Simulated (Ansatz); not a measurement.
Z-matrix (Å, degrees):
```
C
O 1 1.412
H 1 1.095 2 109.5
H 1 1.095 2 109.5 3 118.4
H 1 1.095 2 113.3 3 -120.8
Ga 2 1.791 1 121.7 3 120.6
O 6 1.804 2 113.9 1 -0.0
C 7 1.402 6 127.1 2 179.8
H 8 1.095 7 108.1 6 178.7
H 8 1.097 7 112.4 6 -62.6
H 8 1.097 7 112.5 6 59.9
```

The species carries charge 0 and has multiplicity 2.

Question: List the B3LYP/def2-TZVPP orbital energies in eV (the Gaussian-basis code of Ansatz). (Best estimate.)

Answer: Computed: α occupied: -10137.77, -1249.45, -1106.69, -1106.64, -1106.59, -520.48, -520.09, -278.01, -277.68, -149.63, -103.01, -102.89, -102.77, -27.33, -26.93, -22.80, -22.78, -22.71, -22.64, -22.59, -18.27, -17.92, -13.56, -12.49, -12.18, -11.85, -11.83, -11.51, -9.04, -8.02, -7.96, -7.42, -6.22. α empty: -1.06, 0.79, 0.85, 1.92, 2.08, 2.93, 3.23, 3.36. β occupied: -10137.74, -1249.43, -1106.68, -1106.61, -1106.56, -520.34, -520.01, -278.01, -277.67, -149.56, -102.95, -102.81, -102.75, -27.03, -26.76, -22.70, -22.69, -22.66, -22.55, -22.50, -18.19, -17.84, -13.31, -12.27, -12.16, -11.81, -11.70, -11.45, -8.61, -7.92, -7.65, -7.37. β empty: -3.67, -0.58, 0.98, 1.05, 2.06, 2.21, 2.95, 3.24. ⟨S²⟩ = 0.753.

B3LYP here is the variant with VWN-RPA as its local correlation; programs differ in this.
